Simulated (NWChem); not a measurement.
SiHOCl₂F; SMILES Cl[Si](Cl)(F)O

```xyz
6

O     -1.2921    -0.0997    -1.3477
Si    -0.3355    -0.0116    -0.0092
F     -1.2270     0.0284     1.3459
Cl     0.8204    -1.6909     0.0262
Cl     0.8168     1.6899    -0.0032
H     -1.7554     0.7208    -1.5944
```
Atoms are numbered in this order, from 1.

Results from NWChem. The geometry was optimised at PBE-D3(BJ)/def2-SVP. Hybrids' shares of exact exchange are those that their runs print; pure functionals count as 0. The functionals differ in more than this share.

```
row                                   share of exact exchange  highest occupied level (eV)
------------------------------------  -----------------------  ---------------------------
PBE/def2-SVP                                             0.00                        -7.92
LDA (Slater exchange, VWN5)/def2-SVP                     0.00                        -8.01
TPSSh/def2-SVP                                           0.10                        -8.74
B3LYP/def2-SVP                                           0.20                        -9.09
PW6B95/def2-SVP                                          0.28                     withheld
```

### Question
Fit a straight line of the last column on the one before it, predict the withheld value, and compare with the run.

### Answer

1. Means of the 4 shown rows: x = 0.075, y = -8.440. Slope Σ(x − x̄)(y − ȳ)/Σ(x − x̄)² = -0.1600/0.02750 = -5.818; intercept -8.004.
2. The shown rows scatter about the line by 0.096 (root mean square); the largest residual is -0.15, at TPSSh/def2-SVP.
3. At x = 0.28 (PW6B95/def2-SVP; beyond the shown range) the line gives -9.63.
4. The run gives -9.53, +0.10 from the line, 1.0 times the scatter.
